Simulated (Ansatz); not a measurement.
A geometry relaxed with PBE0-D3(BJ)/def2-TZVP run with Ansatz (an electronic-structure program), charge 0, multiplicity 1:

```xyz
14

H      2.5692    -0.6199     1.1013
H     -1.4565    -0.8547    -1.6393
H      1.1788     1.1021     2.0549
H     -2.4866    -1.3230     0.5988
H      1.2756     0.2049    -2.2204
C     -1.7203    -0.5515     0.4894
C     -0.8436    -0.8041    -0.7331
Si     1.9176     0.6920     0.8284
H     -1.1314    -0.5416     1.4102
H     -0.3412    -1.7735    -0.6511
H     -0.1827     1.8403    -1.2229
Si     0.4706     0.5169    -1.0047
H     -2.2310     0.4125     0.4216
H      2.9814     1.6996     0.5667
```

Problem. Write the SMILES of this molecule.

Solution. `CC[SiH2][SiH3]`
